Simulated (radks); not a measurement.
Ionisation of the potassium ion K14+, [He] 2s2 2p1, to [He] 2s2 as the strength of local exchange is varied. Calculated with a radial shooting solver on a logarithmic mesh with Libxc functionals: non-relativistic Kohn-Sham, Slater X-alpha exchange (alpha = 2/3 is LDA exchange), no correlation, spin-polarised, spherical densities, point nucleus; open shells are filled with parallel spins first.

alpha  E(K14+) (hartree)  exchange (hartree)  IE (eV)  -e of the level emptied (eV)  <r> of it (bohr)
0.565         -449.45582           -12.78870   846.21                   810.37 (2p)            0.3026
0.622         -450.74710           -14.10293   851.00                   815.49 (2p)            0.3017
0.667         -451.76810           -15.14358   854.79                   819.54 (2p)            0.3011
0.823         -455.31818           -18.77245   868.01                   833.68 (2p)            0.2988
0.946         -458.12891           -21.65694   878.51                   844.91 (2p)            0.2970

NIST Atomic Spectra Database: 860.9 eV (semi-empirical). The Delta-SCF value meets it near alpha = 0.74. Open shells are spherical and high-spin; term and fine-structure splittings are not resolved.
